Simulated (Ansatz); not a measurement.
`C[Si](F)(F)N=C=O` + HCl → `C[Si](F)(Cl)N=C=O` + H–F at 600 K and 1 bar (ligand exchange at the Si–F bond).

Calculated with Ansatz (gas phase, PBE0-D4/def2-TZVP geometries, no zero-point term in ΔE). CBS: MP2 limit from def2 TZ/QZ plus the TZ coupled-cluster correction, frozen cores. This one scheme is used for every species. One conformer a species, not always the lowest.

```tsv
species	CCSD(T)/CBS energy (Eh)	H − E (kJ/mol)	S (J/(mol·K))
`C[Si](F)(F)N=C=O`	-696.65556	218.9	492.8
HCl	-460.38127	35.4	207.2
`C[Si](F)(Cl)N=C=O`	-1056.62222	217.4	499.8
H–F	-100.39570	42.3	194.0
```

H − E and S are ideal-gas, rigid-rotor, harmonic terms from PBE0-D4/def2-TZVP, for one conformer and one mirror image of each species. 1 Eh = 2625.50 kJ/mol, R = 8.31446 J/(mol·K).

By hand: ΔE, ΔH, ΔS and ΔG.

ΔE = (-1056.62222) + (-100.39570) − (-696.65556) − (-460.38127) = 0.01891 Eh = 49.6 kJ/mol. Δ(H − E) = 217.4 + 42.3 − 218.9 − 35.4 = 5.4, so ΔH = 55.0 kJ/mol. ΔS = 499.8 + 194.0 − 492.8 − 207.2 = -6.2 J/(mol·K). ΔG = 55.0 − 600 × (-6.2)/1000 = 58.7 kJ/mol.

By hand: the equilibrium constant, and the temperature at which ΔG would vanish if ΔH and ΔS stayed fixed.

log₁₀ K = −ΔG/(RT ln 10) = -5.1. ΔH and −TΔS have one sign here, so there is no such temperature.

The number of gas molecules stays the same, so ΔS is small and ΔH decides. A doubt of 5 kJ/mol in ΔE shifts log₁₀ K by 0.4 here. Other conformers and mirror images would add mixing entropy, several J/(mol·K) or more a flexible species. Modes under 60 cm⁻¹, often nearly free rotors, make the harmonic entropy too high. These are equilibria of isolated gas molecules and say nothing of rates. Largest T1 diagnostic: 0.014 (customary marks: 0.02 for closed shells, 0.045 for open ones).

ΔS is within the doubt of such terms, so its sign, and with it that verdict, could turn.
